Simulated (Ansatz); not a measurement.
Input for Ansatz (a program for electronic structure): R-CCSD(T)/def2-TZVPPD on FHSn (SMILES [F][SnH]), atoms moved off the minimum. Elements past Kr take the def2 small-core potentials; no spin–orbit coupling. Files ending in .json are basis or fitting sets from the Basis Set Exchange. The run froze 10 orbitals, filled d shells among them.

Ansatz 0.2 input:
```yaml
crystal:
  periodic: [false, false, false]
  atoms:
    - {symbol: Sn, position_ang: [-0.08216095, -0.19764855, 0.20021715]}
    - {symbol: H, position_ang: [-1.04487243, -1.11014684, -0.97208558]}
    - {symbol: F, position_ang: [0.59619237, 1.14710158, -1.08492977]}
basis:
  gaussian:
    orbitals: def2-TZVPPD.json
magnetization: {spin_polarized: false}
correlation: {method: ccsd_t, electrons: outside_noble_gas}
scf: {lower_state_search: off}
output: {forces: true}
```

### Question
Predict the final total energy.

### Answer
-313.8060 hartree (reference determinant -313.4358, T1 diagnostic 0.017).

### Question
How many basis functions does it have, and what does it roughly cost on one machine?

### Answer
113 functions; around 24 core-seconds (rough).
